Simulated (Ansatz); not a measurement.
A series at Si: from `O[Si](O)(O)O[SiH2]F`, ligands are replaced one by one, each step taking up H₂ and setting free H₂O; n counts the steps. Ansatz, PBE0-D4/def2-TZVP geometries. Each molecule was computed in one conformer, which needn't be the lowest.

CBS adds triple-zeta CCSD(T) − MP2 to the MP2 limit, frozen cores; atoms without spin–orbit coupling. 

```csv
n,molecule,"atomization energy, CCSD(T)/CBS (kJ/mol)"
0,`O[Si](O)(O)O[SiH2]F`,?
1,`O[SiH](O)O[SiH2]F`,4427.7
2,`O[SiH2]O[SiH2]F`,3808.6
3,`F[SiH2]O[SiH3]`,3199.4
```

**Question.** By hand: fit a straight line y = ȳ + b (n − n̄) to the 3 given rows and predict n = 0.

**Answer.** n̄ = 2.000, ȳ = 3811.90; Σ(n − n̄)(y − ȳ) = -1228.30, Σ(n − n̄)² = 2.000, so b = -614.15 kJ/mol a step. Prediction: 3811.90 + (-614.15) × (-2.000) = 5040.2 kJ/mol.

**Question.** By hand: compare with the computed value, 5044.5 kJ/mol, and give the steps along the whole series.

**Answer.** The line misses by 4.3 kJ/mol (computed minus predicted). Steps: -616.8, -619.1, -609.2 kJ/mol.

The steps differ by at most 9.9 kJ/mol, 1.6 % of a mean step, so the ligands' effects nearly add and a line is close. The miss is 0.2 % of the series' range. The energies themselves are unsure by some kJ/mol a bond, though much of that is common to the series.
